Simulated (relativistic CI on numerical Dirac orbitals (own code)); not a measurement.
**Spin-allowed bands of a d8 ion in a tetrahedral site, by hand**

Problem. Take Δ = 8450 cm⁻¹ and B = 400 cm⁻¹ for a d8 ion in a tetrahedral site. Calculate the three spin-allowed bands.

Working.
1. The terms of highest spin are 3F (energy 0) and 3P (15B = 6000 cm⁻¹). Here the F term splits into A2 at +1.2Δ = 10140, T2 at +0.2Δ = 1690 and T1 at −0.6Δ = -5070 cm⁻¹.
2. The two T1 states mix through the element 0.4Δ: H = [[-5070, 3380], [3380, 6000]], with roots ½(H₁₁ + H₂₂) ∓ ½√[(H₂₂ − H₁₁)² + 4H₁₂²] = ½(930) ∓ ½(12971) = -6020 and 6950 cm⁻¹.
3. The ground term is 3T1 at -6020 cm⁻¹.
4. Bands: 3T2 7710 cm⁻¹ (1297 nm), 3T1(P) 12971 cm⁻¹ (771 nm), 3A2 16160 cm⁻¹ (619 nm).

Check. Exact diagonalisation of the whole d8 shell with these parameters gives 3T2 7710, 3T1 12971, 3A2 16160 cm⁻¹. The match is exact, since without spin-orbit coupling no other term has this spin. The ratio of the second band to the first, 1.682, depends on Δ/B = 21.1 alone, which is how a Tanabe-Sugano diagram is read.
